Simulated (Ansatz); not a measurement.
Ideal-gas functions of CH2ClF3Si (`FC(F)(F)[SiH2]Cl`) at 800 K and 1 bar, from an Ansatz frequency run at PBE0-D4/def2-TZVP.

Molar mass 134.56 g/mol, point group Cs (symmetry number 1), electronic degeneracy 1, moments of inertia 122.587, 371.32, 399.213 u Å². Harmonic wavenumbers (cm⁻¹, unscaled): 49, 106, 209, 254, 409, 495, 527, 578, 599, 691, 747, 839, 933, 1133, 1153, 1235, 2271, 2288.

Use S(trans) = R[1.5 ln M + 2.5 ln T − 1.1517]; rotational temperatures θ = 24.2544 K / I; S(rot) = R[ln(√π/σ · √(T³/θAθBθC)) + 1.5]; for each mode x = 1.438777 ν̃/T, S = R[x/(eˣ − 1) − ln(1 − e⁻ˣ)] and H = RT x/(eˣ − 1); 1 cm⁻¹ = 0.0119627 kJ/mol; R = 8.31446 J/(mol·K).

Q: By hand: the entropy, in J/(mol·K).

A: Translation 190.5. Rotation: θ = 0.1979, 0.0653, 0.0608 K, giving 130.3. Vibration, mode by mode: 28.51, 22.11, 16.50, 14.90, 11.05, 9.55, 9.06, 8.36, 8.09, 7.02, 6.46, 5.64, 4.92, 3.70, 3.60, 3.20, 0.72, 0.70, in all 164.1. Electronic 0.0. Sum 484.9 J/(mol·K).

Q: By hand: H − E and G − E in kJ/mol, counted from the electronic energy.

A: Zero-point energy ½ × 14516 × 0.0119627 = 86.8; thermal vibration 61.9; translation, rotation and pV give 4 RT = 26.6. H − E = 175.3 kJ/mol, and G − E = 175.3 − 800 × 484.9/1000 = -212.6 kJ/mol.

Vibration gives 34 % of the entropy, 50.6 J/(mol·K) of it from the modes under 150 cm⁻¹: soft modes count most, and the harmonic formula is weakest for them.
